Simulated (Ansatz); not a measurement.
Reaction (redistribution): `[NH]=[Ta]([NH2])([OH])[OH]` + `[O]=[W]([F])([Cl])([Cl])[Cl]` → `[NH]=[Ta]([NH2])([OH])[Cl]` + `[O]=[W]([OH])([F])([Cl])[Cl]`

Program: Ansatz. Geometries: PBE0-D4/def2-TZVP. ΔE: electronic, gas phase. CCSD(T)/CBS adds triple-zeta CCSD(T) − MP2 to the extrapolated MP2 energy (def2 sets, frozen cores). Functionals use def2-TZVPP. B3LYP here is the variant with VWN-RPA as its local correlation; programs differ in this. Elements past krypton have def2 core potentials. For Ta, W outer-core shells are correlated without core-valence functions, which leaves a few kJ/mol of doubt a bond. One conformer a species, not always the lowest.

```csv
level,ΔE (kcal/mol),difference from CCSD(T)/CBS
LDA (SPW92),-6.0,0.7
revPBE-D4,-5.7,1.0
r2SCAN-D4,-7.1,-0.4
BHLYP-D4,-7.5,-0.8
ωB97M-V,-7.3,-0.6
B2PLYP,-6.6,0.1
PBE,-6.0,0.7
B3LYP,-6.7,0.0
r2SCANh,-7.3,-0.6
r2SCAN0,-7.6,-0.9
BHLYP,-7.8,-1.1
SCS-MP2/def2-TZVPP,-6.6,0.1
CCSD(T)/def2-TZVPP,-7.4,-0.7
SCS-MP2/def2-QZVPP,-6.2,0.5
HF/CBS(def2),-9.6,-2.9
CCSD/CBS(def2),-7.2,-0.5
CCSD(T)/CBS,-6.7,0
```

Largest T1 diagnostic among the species: 0.021, so the coupled-cluster value is less sure than usual.

From PBE to PBE0 (25 % exact exchange), in def2-TZVPP and without D4, ΔE moves by −0.9 kcal/mol. Leaving LDA and LC-ωPBE aside and taking each functional with its dispersion term where it has one, the values, not all of them listed here, spread over 2.2 kcal/mol, from ωB97X-V to BLYP-D4. In def2-TZVPP, CCSD(T) changes the Hartree–Fock value by +2.4 kcal/mol (the triples alone add +0.5 kcal/mol) and MP2 by +3.8 kcal/mol.
